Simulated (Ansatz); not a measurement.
Program: Ansatz. Geometries: PBE0-D4/def2-TZVP. ΔE: electronic, gas phase. CCSD(T)/CBS is the MP2 limit (def2-TZVPP, def2-QZVPP) plus CCSD(T) − MP2 in def2-TZVPP, frozen cores. This one scheme is used for every species. Functionals use def2-TZVPP. One conformer a species, not always the lowest.

Consider the hydrogenolysis of the Si–Al bond: `CN[SiH2][AlH2]` + H₂ → `CN[SiH3]` + `[AlH3]`.

```
             level  ΔE (kJ/mol)
           ωB97M-V        -35.1
            r2SCAN        -22.5
              PBE0        -22.9
   CCSD/def2-TZVPP        -35.3
CCSD(T)/def2-TZVPP        -29.9
    MP2/def2-QZVPP        -31.3
SCS-MP2/def2-QZVPP        -37.4
    CCSD/CBS(def2)        -32.8
```

Task: What does CCSD(T)/CBS give? (An estimate is asked.)

Result: The calculation gave: -27.4 kJ/mol. The listed levels differ from it by -7.7, 4.9, 4.5, -7.9, -2.5, -3.9, -10.0, -5.4 kJ/mol.

Largest T1 diagnostic among the species: 0.011.

The D4 term adds +7.8 kJ/mol with B3LYP and +4.6 kJ/mol with PBE0; it sums over pairs of atoms, weighted by their polarisabilities, and B3LYP, whose exchange is more repulsive, gets the larger term. In def2-TZVPP, CCSD(T) changes the Hartree–Fock value by +30.3 kJ/mol (the triples alone add +5.4 kJ/mol) and MP2 by +27.6 kJ/mol. From PBE to PBE0 (25 % exact exchange), in def2-TZVPP and without D4, ΔE moves by −7.7 kJ/mol.

B3LYP here is the variant with VWN-RPA as its local correlation; programs differ in this.
